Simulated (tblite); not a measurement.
Compound: C5H9O2P.
Atom-mapped SMILES: `[CH2:1]=[CH:2][P@@:3](=[O:4])([OH:5])[CH:6]1[CH2:7][CH2:8]1` (hydrogens: H9, H10 on C1; H11 on C2; H12 on O5; H13 on C6; H14, H15 on C7; H16, H17 on C8)

Computed with GFN2-xTB (tblite), gas phase: L-BFGS steps from a force-field or distance-geometry start until the largest atomic force falls under 0.01 eV/Å.

Step 5: E = -706.5818 eV
```
atom  x, y, z in Å  |  force x, y, z in eV/Å
C1      2.8739   -0.0848    0.2749    0.137  -0.100  -0.093
C2      1.7725    0.5949    0.5171    0.004   0.192   0.266
P3      0.2697    0.6919   -0.4915   -0.137   0.310   0.055
O4     -0.3781    2.0107   -0.4483    0.037  -0.095  -0.027
O5      0.6924    0.2995   -1.9989    0.064  -0.192  -0.078
C6     -0.7572   -0.6764    0.1251    0.072  -0.122  -0.011
C7     -1.8541   -0.2927    1.0711    0.087   0.051   0.234
C8     -2.1916   -0.6767   -0.3102   -0.033  -0.071  -0.332
H9      2.9737   -0.6792   -0.6154    0.059  -0.054  -0.085
H10     3.7161   -0.0648    0.9546   -0.097  -0.037  -0.105
H11     1.6870    1.1856    1.4174   -0.051   0.086   0.063
H12     0.6765    1.0705   -2.5776   -0.088  -0.110   0.282
H13    -0.2585   -1.6149    0.3313    0.016   0.020  -0.255
H14    -1.9281    0.7375    1.3491   -0.060   0.378   0.018
H15    -2.1155   -0.9743    1.8537    0.052  -0.230   0.332
H16    -2.6647   -1.6217   -0.4974   -0.114  -0.225  -0.009
H17    -2.5210    0.1070   -0.9650    0.051   0.197  -0.254
```

Step 6: E = -706.6007 eV
```
atom  x, y, z in Å  |  force x, y, z in eV/Å
C1      2.8773   -0.0864    0.2744   -0.198   0.100  -0.034
C2      1.7712    0.5976    0.5173    0.302  -0.029   0.123
P3      0.2633    0.7041   -0.4801    0.083  -0.145  -0.208
O4     -0.3822    2.0195   -0.4570   -0.062   0.096   0.039
O5      0.6940    0.2916   -1.9851    0.013  -0.075  -0.029
C6     -0.7551   -0.6768    0.1238   -0.064  -0.017   0.031
C7     -1.8500   -0.2930    1.0745   -0.006   0.025   0.094
C8     -2.1883   -0.6786   -0.3154   -0.062  -0.017  -0.132
H9      2.9748   -0.6786   -0.6166    0.050  -0.065  -0.108
H10     3.7216   -0.0703    0.9514   -0.127  -0.015  -0.091
H11     1.6822    1.1859    1.4116   -0.008   0.184   0.260
H12     0.6714    1.0643   -2.5612   -0.070  -0.132   0.242
H13    -0.2608   -1.6189    0.3136    0.079   0.014  -0.194
H14    -1.9340    0.7421    1.3491   -0.008   0.222  -0.020
H15    -2.1069   -0.9729    1.8659    0.051  -0.150   0.180
H16    -2.6724   -1.6222   -0.4991   -0.022  -0.145   0.004
H17    -2.5132    0.1046   -0.9770    0.050   0.152  -0.157
```

Step 7: E = -706.6117 eV
```
atom  x, y, z in Å  |  force x, y, z in eV/Å
C1      2.8750   -0.0852    0.2734    0.122  -0.107  -0.121
C2      1.7760    0.5984    0.5192   -0.092   0.194   0.175
P3      0.2614    0.7085   -0.4766    0.115  -0.156  -0.198
O4     -0.3855    2.0256   -0.4612    0.009  -0.033   0.042
O5      0.6951    0.2852   -1.9782   -0.008  -0.087   0.035
C6     -0.7549   -0.6773    0.1233   -0.151   0.056   0.045
C7     -1.8480   -0.2925    1.0786   -0.074  -0.012  -0.068
C8     -2.1875   -0.6800   -0.3209   -0.052   0.043   0.083
H9      2.9763   -0.6796   -0.6194    0.010  -0.004  -0.036
H10     3.7227   -0.0735    0.9483   -0.149  -0.008  -0.097
H11     1.6794    1.1895    1.4133    0.043   0.135   0.219
H12     0.6674    1.0592   -2.5483   -0.059  -0.060   0.140
H13    -0.2606   -1.6209    0.3005    0.097   0.009  -0.147
H14    -1.9373    0.7487    1.3486    0.027   0.038  -0.049
H15    -2.1013   -0.9749    1.8758    0.061  -0.032   0.027
H16    -2.6770   -1.6254   -0.5000    0.045  -0.038   0.007
H17    -2.5081    0.1063   -0.9865    0.057   0.061  -0.057
```

Step 8: E = -706.6186 eV
```
atom  x, y, z in Å  |  force x, y, z in eV/Å
C1      2.8752   -0.0861    0.2707   -0.061   0.016  -0.061
C2      1.7771    0.6022    0.5237   -0.029   0.092   0.064
P3      0.2621    0.7092   -0.4780    0.109  -0.199  -0.050
O4     -0.3858    2.0258   -0.4620    0.016  -0.030   0.008
O5      0.6958    0.2799   -1.9761   -0.004  -0.100   0.054
C6     -0.7574   -0.6769    0.1237   -0.057   0.051   0.016
C7     -1.8484   -0.2922    1.0800   -0.113   0.002  -0.046
C8     -2.1882   -0.6798   -0.3227   -0.102   0.050   0.099
H9      2.9774   -0.6806   -0.6219   -0.021   0.012  -0.035
H10     3.7200   -0.0749    0.9451   -0.072  -0.015  -0.053
H11     1.6791    1.1940    1.4189    0.069   0.091   0.168
H12     0.6645    1.0561   -2.5401   -0.050  -0.013   0.068
H13    -0.2586   -1.6212    0.2920    0.062   0.044  -0.122
H14    -1.9382    0.7536    1.3476    0.038  -0.099  -0.063
H15    -2.0980   -0.9775    1.8814    0.068   0.066  -0.079
H16    -2.6784   -1.6286   -0.5002    0.083   0.061   0.008
H17    -2.5051    0.1093   -0.9921    0.063  -0.029   0.024
```

Question: Estimate the geometry and energy of step 9. (The exact step hangs on the optimiser's Hessian estimate; all steps are aligned on step 8, rigid shifts and turns removed.)

Answer: E = -706.6242 eV, largest force 0.152 eV/Å
```
atom  x, y, z in Å  |  force x, y, z in eV/Å
C1      2.8731   -0.0859    0.2676   -0.098   0.061  -0.011
C2      1.7784    0.6067    0.5286   -0.049   0.053   0.015
P3      0.2642    0.7066   -0.4796    0.025  -0.077   0.116
O4     -0.3854    2.0246   -0.4626    0.064  -0.111  -0.031
O5      0.6964    0.2735   -1.9737    0.014  -0.086   0.015
C6     -0.7597   -0.6760    0.1242   -0.026   0.033  -0.010
C7     -1.8510   -0.2918    1.0809   -0.071  -0.013  -0.077
C8     -2.1913   -0.6789   -0.3230   -0.047   0.055   0.113
H9      2.9779   -0.6813   -0.6247   -0.062   0.039  -0.020
H10     3.7165   -0.0764    0.9416   -0.016  -0.019  -0.027
H11     1.6802    1.1994    1.4266    0.088   0.024   0.070
H12     0.6611    1.0534   -2.5321   -0.040  -0.011   0.035
H13    -0.2558   -1.6204    0.2827    0.022   0.057  -0.088
H14    -1.9381    0.7557    1.3455    0.034  -0.128  -0.052
H15    -2.0941   -0.9783    1.8843    0.047   0.097  -0.107
H16    -2.6778   -1.6300   -0.5002    0.074   0.088   0.000
H17    -2.5015    0.1111   -0.9961    0.040  -0.061   0.060
```

The energy changes by -0.0056 eV. The first-order estimate −F·Δx gives -0.0079 eV and the mean of the old and new forces, exact on a quadratic surface, -0.0056 eV. The step makes an angle of 47° with the force vector and moves no atom by more than 0.010 Å.

What follows is the cost of the whole relaxation. The run took 0.67 s wall on one thread, Arm Neoverse V1 (aarch64), no GPU, shared host.
